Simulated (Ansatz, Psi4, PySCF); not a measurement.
H8O4Si3, singlet, at a GFN2-xTB geometry, atoms displaced at random by about 0.03 Å a coordinate. Base run: PBE0/STO-3G, gradient in PySCF.

The PySCF input:
```python
from pyscf import gto, scf, dft

mol = gto.Mole()
mol.atom = '''
    O     0.212859   -2.366289    0.100254
    Si    0.055041   -0.822390    0.374127
    O     0.033315   -0.692964    2.001194
    O    -1.341308   -0.346264   -0.276423
    Si   -2.087389    0.968139   -0.898865
    O     1.262737    0.069299   -0.211226
    Si    1.967625    1.418539   -0.285718
    H     0.240868   -2.730977   -0.900738
    H    -0.438847   -1.277184    2.567033
    H    -1.366160    1.404058   -2.143953
    H    -2.119427    2.111354    0.037579
    H    -3.421002    0.392602   -1.243849
    H     2.829762    1.315541   -1.379534
    H     0.954702    2.456512   -0.345747
    H     2.703299    1.659314    1.063434
'''
mol.basis = 'sto-3g'
mol.charge = 0
mol.spin = 0
mol.verbose = 4
mol.build()

mf = dft.RKS(mol)
mf.xc = 'pbe0'
mf.kernel()
g = mf.nuc_grad_method()
grad = g.kernel()
```

Programs used: Ansatz (a first-principles code), Psi4, PySCF; a row that names a program was run with it.

The coordinate followed is x of atom 14.

Each row names what was changed in the base input (with any setting that the change needs).

```tsv
change	dE/dx (Eh/bohr)	net force (Eh/bohr)
base	-0.005506	0.000062
grids.level = 5; grid_response = on	-0.005506	0.000000
code = psi4	-0.005494	0.000411
finite difference step (bohr) = 0.01; conv_tol = 1e-11	-0.005502	-
finite difference step (bohr) = 1e-4; conv_tol = 1e-11	-0.005504	-
code = ansatz	-0.005494	0.000000
density fitting = on	-0.005492	0.000062
finite difference step (bohr) = 1e-5; conv_tol = 1e-11	-0.005504	-
finite difference step (bohr) = 0.05; conv_tol = 1e-11	-0.005458	-
grids.level = 1; grid_response = on	-0.005501	0.000000
conv_tol = 1e-6	-0.005506	0.000062
finite difference step (bohr) = 1e-3; conv_tol = 1e-11	-0.005504	-
```

The net force is zero for an exact gradient.
